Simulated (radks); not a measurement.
Effect of the nuclear size on the sulfur ion S14+, [He]. All-electron calculation, Dirac Kohn-Sham, exchange-only LDA, spin-unpolarised, spherical densities, finite nucleus; Fermi nuclear charge, rms radius 3.2611 fm. Program: a radial shooting solver on a logarithmic mesh with Libxc functionals. The rms radius is varied about that value; shifts are against it.

rms radius (fm)  total energy shift (eV)  density at nucleus (e/bohr^3)  1s1/2 shift (meV)  2s1/2 (empty) shift (meV)
2.6774                          -0.00309                           2747              -1.43                     -0.161
3.1307                         -0.000741                           2740             -0.344                     -0.039
3.2611                                 0                           2738              0.000                      0.000
3.4698                           0.00125                           2735              0.578                      0.065
3.9329                           0.00429                           2730               1.99                      0.223

Slopes of the eigenvalues against <r^2> in GHz/fm^2, as finite differences over the two radii next to the reference (eigenvalue slopes, not the field-shift constants of lines): 1s1/2 99.6, 2s1/2 (empty) 11.2.
